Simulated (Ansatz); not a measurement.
A structure relaxed at PBE0-D4/def2-TZVP, charge 0, multiplicity 1:

Cartesian coordinates in Å:
```
F 0.504 2.001 1.994
C 0.538 1.894 0.620
C 0.160 0.562 0.186
C -0.149 -0.530 -0.203
C -0.533 -1.874 -0.611
F -1.617 -1.838 -1.424
F 0.470 -2.472 -1.299
H 1.553 2.124 0.283
H -0.149 2.635 0.201
H -0.776 -2.502 0.253
```

Q: Give its formula and SMILES.

A: C4H3F3, `FCC#CC(F)F`.

Q: Point group (tolerance 0.08 Å, 0.16 Å for H)?

A: Cs.

Q: Summarise the bond lengths by kind.

A: 3 × C–F 1.355 to 1.378 Å; 3 × C–C 1.200 to 1.456 Å; 3 × C–H 1.094 to 1.095 Å.

Computed with Ansatz.
